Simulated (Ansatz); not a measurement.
Born–Oppenheimer molecular dynamics of AlF2H4NO (9 atoms, charge 0, multiplicity 1). It starts at the highest image of a converged band, a first-order saddle point between two minima.

The calculation used RHF/6-31G* in Ansatz.

| Quantity | Value |
| --- | --- |
| ensemble | NVE (velocity Verlet) |
| time step | 0.5 fs |
| steps asked | 200 |
| starting velocities drawn for | 100 K |
| seed | 9112 |

First frame:

```xyz
9
Properties=species:S:1:pos:R:3
Al 0.069 0.362 0.059
O -0.205 -0.012 1.867
H -0.980 -0.416 2.237
F 1.483 -0.230 -0.521
F -1.306 0.059 -0.788
N 0.140 2.087 0.858
H 1.015 2.569 0.947
H -0.571 2.761 0.644
H -0.148 1.146 1.836
```

Task: How far do the bonds stretch over the last three quarters of this one trajectory? (Pairs bonded in most of those frames.)

Result: 
```
  bond  mean (Å)  spread (Å)  shortest  longest
Al1–O2     2.071       0.082      1.93     2.17
Al1–F4     1.642       0.019      1.61     1.68
Al1–F5     1.650       0.020      1.62     1.69
Al1–N6     1.787       0.035      1.74     1.88
 O2–H3     0.953       0.011      0.94     0.98
 O2–H9     0.955       0.020      0.93     1.00
 N6–H7     1.000       0.013      0.98     1.02
 N6–H8     1.000       0.012      0.98     1.02
```

Mean temperature of the second half: 388 K. The conserved energy stayed within 0.093 meV per atom of its start (net change 0.034 meV per atom), so the integration is sound. The kinetic energy rose, since the run started high on the potential surface and went downhill. A run of 0.1 ps of so small a system gives no equilibrium averages. The orbitals stay closed-shell, which can raise the energy where a bond breaks towards radicals; this wasn't checked here.

Time of the run: 5.4 min on 1 thread of Arm Neoverse V1, on a shared host, peak memory 0.15 GiB.
